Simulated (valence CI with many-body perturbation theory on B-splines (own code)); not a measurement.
E1 line list for Cd⁴⁰⁺

Computed by relativistic CI+MBPT: six valence electrons over a frozen Dirac-Fock core [He], a basis of 9 s, 9 p, 8 d, 6 f, 3 g, 1 h functions for each j, with the one-electron correlation potential Σ1 (screened to all orders), the two-electron term Σ2, the three-electron term Σ3, Breit, model QED; selected single and double excitations, second order for the rest, scaled by the run's own slope (own B-spline code, finite nucleus).

The last digits are not significant, and no measured levels were compared; by estimate large intervals hold to a few tenths of a per cent, small ones and those within an open d or f shell to about a per cent. Among the levels kept, up to 2200 cm⁻¹ of a level comes from second order outside the variational space, and about a tenth of that is noise between levels of different J, which matters for small intervals.

Lines 151 to 200 of 228 in falling wavelength, among levels below 3883.7 eV, chosen from the strongest by gf and those to the six lowest levels. Wavelengths and rates use the calculated energies. Electric multipoles are in the length gauge with retardation, E1 and E2 with the static RPA response of the core. Weak lines are less certain than strong ones. Lines between different terms over intervals too small for the method are left out, as are lines whose strength nearly cancels. The highest levels of a list are the least certain.

Levels are named by their leading jj configuration (3d3/2^4 stands for four electrons in 3d with j = 3/2), which in mixed levels can hold well under half, so a name can repeat and another be missing. Letters in brackets count levels of one name in rising energy.

| λ vac (Å) | Upper | Lower | A (s⁻¹) | S (a.u.) with core polarisation | S without |
| --- | --- | --- | --- | --- | --- |
| 3.602 | (2s^2 2p1/2 2p3/2^2 3s) J=2 [b] | (2s^2 2p1/2 2p3/2^3) J=2 | 2.67e+13 | 3.08e-03 | 3.07e-03 |
| 3.601 | (2s^2 2p1/2^2 2p3/2 3d3/2) J=2 | (2s^2 2p1/2 2p3/2^3) J=1 | 4.08e+11 | 4.70e-05 | 4.71e-05 |
| 3.599 | (2s^2 2p3/2^3 3s) J=1 | (2s^2 2p3/2^4) J=0 | 1.43e+13 | 9.90e-04 | 9.87e-04 |
| 3.598 | (2s^2 2p1/2^2 2p3/2 3s) J=2 | (2s^2 2p1/2^2 2p3/2^2) J=2 | 1.38e+13 | 1.58e-03 | 1.58e-03 |
| 3.594 | (2s^2 2p1/2^2 2p3/2 3d3/2) J=1 | (2s^2 2p1/2 2p3/2^3) J=1 | 1.44e+11 | 9.88e-06 | 9.87e-06 |
| 3.593 | (2s^2 2p1/2^2 2p3/2 3d3/2) J=0 | (2s^2 2p1/2 2p3/2^3) J=1 | 1.09e+11 | 2.49e-06 | 2.50e-06 |
| 3.592 | (2s^2 2p1/2^2 2p3/2 3d5/2) J=2 | (2s^2 2p1/2 2p3/2^3) J=2 | 1.80e+12 | 2.06e-04 | 2.05e-04 |
| 3.592 | (2s^2 2p1/2^2 2p3/2 3s) J=1 | (2s^2 2p1/2^2 2p3/2^2) J=2 | 2.58e+13 | 1.77e-03 | 1.77e-03 |
| 3.588 | (2s^2 2p1/2 2p3/2^2 3d5/2) J=1 [b] | (2s^2 2p3/2^4) J=0 | 6.37e+12 | 4.36e-04 | 4.35e-04 |
| 3.586 | (2s^2 2p1/2 2p3/2^2 3s) J=2 [b] | (2s^2 2p1/2 2p3/2^3) J=1 | 4.35e+12 | 4.95e-04 | 4.94e-04 |
| 3.583 | (2s 2p1/2^2 2p3/2^2 3s) J=1 | (2s 2p1/2^2 2p3/2^3) J=2 | 7.02e+12 | 4.78e-04 | 4.77e-04 |
| 3.580 | (2s^2 2p1/2 2p3/2^2 3s) J=1 [b] | (2s^2 2p1/2 2p3/2^3) J=2 | 6.73e+12 | 4.57e-04 | 4.56e-04 |
| 3.580 | (2s^2 2p1/2^2 2p3/2 3d5/2) J=3 | (2s^2 2p1/2 2p3/2^3) J=2 | 3.88e+11 | 6.15e-05 | 6.15e-05 |
| 3.576 | (2s^2 2p1/2^2 2p3/2 3d5/2) J=2 | (2s^2 2p1/2 2p3/2^3) J=1 | 1.66e+11 | 1.88e-05 | 1.87e-05 |
| 3.572 | (2s^2 2p1/2^2 2p3/2 3d5/2) J=1 | (2s^2 2p1/2 2p3/2^3) J=2 | 6.03e+12 | 4.07e-04 | 4.06e-04 |
| 3.564 | (2s^2 2p1/2 2p3/2^2 3s) J=1 [b] | (2s^2 2p1/2 2p3/2^3) J=1 | 6.39e+11 | 4.28e-05 | 4.27e-05 |
| 3.563 | (2s^2 2p1/2 2p3/2^2 3s) J=0 | (2s^2 2p1/2 2p3/2^3) J=1 | 1.64e+13 | 3.67e-04 | 3.66e-04 |
| 3.556 | (2s^2 2p1/2^2 2p3/2 3d5/2) J=1 | (2s^2 2p1/2 2p3/2^3) J=1 | 2.53e+12 | 1.69e-04 | 1.68e-04 |
| 3.439 | (2s^2 2p1/2 2p3/2^2 3s) J=1 [a] | (2s^2 2p1/2^2 2p3/2^2) J=0 | 1.17e+10 | 7.05e-07 | 7.03e-07 |
| 3.430 | (2s^2 2p1/2^2 2p3/2 3d3/2) J=1 | (2s^2 2p1/2^2 2p3/2^2) J=0 | 1.30e+13 | 7.80e-04 | 7.80e-04 |
| 3.429 | (2s^2 2p1/2 2p3/2^2 3d3/2) J=1 [a] | (2s^2 2p1/2 2p3/2^3) J=2 | 7.56e+12 | 4.52e-04 | 4.52e-04 |
| 3.428 | (2s^2 2p1/2 2p3/2^2 3d3/2) J=2 [a] | (2s^2 2p1/2 2p3/2^3) J=2 | 1.88e+12 | 1.87e-04 | 1.87e-04 |
| 3.423 | (2s^2 2p1/2 2p3/2^2 3d3/2) J=3 [a] | (2s^2 2p1/2 2p3/2^3) J=2 | 2.32e+11 | 3.22e-05 | 3.22e-05 |
| 3.416 | (2s^2 2p1/2 2p3/2^2 3d5/2) J=3 [a] | (2s^2 2p1/2 2p3/2^3) J=2 | 9.02e+12 | 1.24e-03 | 1.24e-03 |
| 3.415 | (2s^2 2p1/2 2p3/2^2 3s) J=2 [a] | (2s^2 2p1/2^2 2p3/2^2) J=2 | 1.27e+13 | 1.25e-03 | 1.24e-03 |
| 3.415 | (2s^2 2p1/2 2p3/2^2 3d3/2) J=1 [a] | (2s^2 2p1/2 2p3/2^3) J=1 | 1.91e+12 | 1.13e-04 | 1.13e-04 |
| 3.413 | (2s^2 2p1/2 2p3/2^2 3d3/2) J=2 [a] | (2s^2 2p1/2 2p3/2^3) J=1 | 5.84e+11 | 5.73e-05 | 5.73e-05 |
| 3.413 | (2s^2 2p1/2 2p3/2^2 3d3/2) J=0 | (2s^2 2p1/2 2p3/2^3) J=1 | 3.23e+13 | 6.34e-04 | 6.34e-04 |
| 3.409 | (2s^2 2p1/2 2p3/2^2 3s) J=1 [a] | (2s^2 2p1/2^2 2p3/2^2) J=2 | 1.01e+13 | 5.91e-04 | 5.89e-04 |
| 3.406 | (2s^2 2p1/2^2 2p3/2 3d3/2) J=2 | (2s^2 2p1/2^2 2p3/2^2) J=2 | 5.75e+12 | 5.61e-04 | 5.62e-04 |
| 3.406 | (2s^2 2p1/2 2p3/2^2 3d5/2) J=1 [a] | (2s^2 2p1/2 2p3/2^3) J=2 | 1.26e+13 | 7.37e-04 | 7.38e-04 |
| 3.406 | (2s^2 2p1/2 2p3/2^2 3d3/2) J=2 [b] | (2s^2 2p1/2 2p3/2^3) J=2 | 3.40e+11 | 3.31e-05 | 3.30e-05 |
| 3.404 | (2s^2 2p1/2 2p3/2^2 3d3/2) J=3 [b] | (2s^2 2p1/2 2p3/2^3) J=2 | 2.64e+11 | 3.60e-05 | 3.60e-05 |
| 3.403 | (2s^2 2p1/2 2p3/2^2 3s) J=1 [b] | (2s^2 2p1/2^2 2p3/2^2) J=0 | 1.27e+14 | 7.39e-03 | 7.39e-03 |
| 3.402 | (2s^2 2p1/2^2 2p3/2 3d3/2) J=3 | (2s^2 2p1/2^2 2p3/2^2) J=2 | 3.05e+12 | 4.14e-04 | 4.14e-04 |
| 3.400 | (2s^2 2p1/2^2 2p3/2 3d3/2) J=1 | (2s^2 2p1/2^2 2p3/2^2) J=2 | 3.84e+13 | 2.24e-03 | 2.24e-03 |
| 3.398 | (2s^2 2p3/2^3 3s) J=2 | (2s^2 2p1/2 2p3/2^3) J=2 | 3.08e+13 | 2.98e-03 | 2.98e-03 |
| 3.398 | (2s^2 2p1/2 2p3/2^2 3s) J=3 | (2s^2 2p1/2^2 2p3/2^2) J=2 | 3.59e+13 | 4.86e-03 | 4.86e-03 |
| 3.397 | (2s^2 2p1/2 2p3/2^2 3d3/2) J=1 [b] | (2s^2 2p1/2 2p3/2^3) J=2 | 5.06e+12 | 2.94e-04 | 2.95e-04 |
| 3.396 | (2s^2 2p1/2^2 2p3/2 3d5/2) J=1 | (2s^2 2p1/2^2 2p3/2^2) J=0 | 8.32e+13 | 4.82e-03 | 4.83e-03 |
| 3.394 | (2s^2 2p3/2^3 3s) J=1 | (2s^2 2p1/2 2p3/2^3) J=2 | 7.88e+13 | 4.56e-03 | 4.56e-03 |
| 3.394 | (2s^2 2p1/2 2p3/2^2 3d5/2) J=2 | (2s^2 2p1/2 2p3/2^3) J=2 | 3.73e+13 | 3.60e-03 | 3.60e-03 |
| 3.393 | (2s^2 2p1/2 2p3/2^2 3s) J=2 [b] | (2s^2 2p1/2^2 2p3/2^2) J=2 | 1.77e+13 | 1.71e-03 | 1.70e-03 |
| 3.392 | (2s^2 2p1/2 2p3/2^2 3d5/2) J=1 [a] | (2s^2 2p1/2 2p3/2^3) J=1 | 4.95e+13 | 2.86e-03 | 2.86e-03 |
| 3.391 | (2s^2 2p1/2 2p3/2^2 3d3/2) J=2 [b] | (2s^2 2p1/2 2p3/2^3) J=1 | 4.34e+13 | 4.18e-03 | 4.18e-03 |
| 3.387 | (2s^2 2p1/2 2p3/2^2 3d3/2) J=2 [c] | (2s^2 2p1/2 2p3/2^3) J=2 | 1.51e+12 | 1.44e-04 | 1.45e-04 |
| 3.384 | (2s^2 2p1/2 2p3/2^2 3d5/2) J=1 [b] | (2s^2 2p1/2 2p3/2^3) J=2 | 7.80e+13 | 4.48e-03 | 4.49e-03 |
| 3.384 | (2s^2 2p1/2^2 2p3/2 3d5/2) J=2 | (2s^2 2p1/2^2 2p3/2^2) J=2 | 1.26e+14 | 1.21e-02 | 1.21e-02 |
| 3.384 | (2s^2 2p3/2^3 3s) J=2 | (2s^2 2p1/2 2p3/2^3) J=1 | 3.66e+13 | 3.50e-03 | 3.50e-03 |
| 3.383 | (2s^2 2p1/2 2p3/2^2 3d3/2) J=1 [b] | (2s^2 2p1/2 2p3/2^3) J=1 | 1.03e+14 | 5.89e-03 | 5.89e-03 |
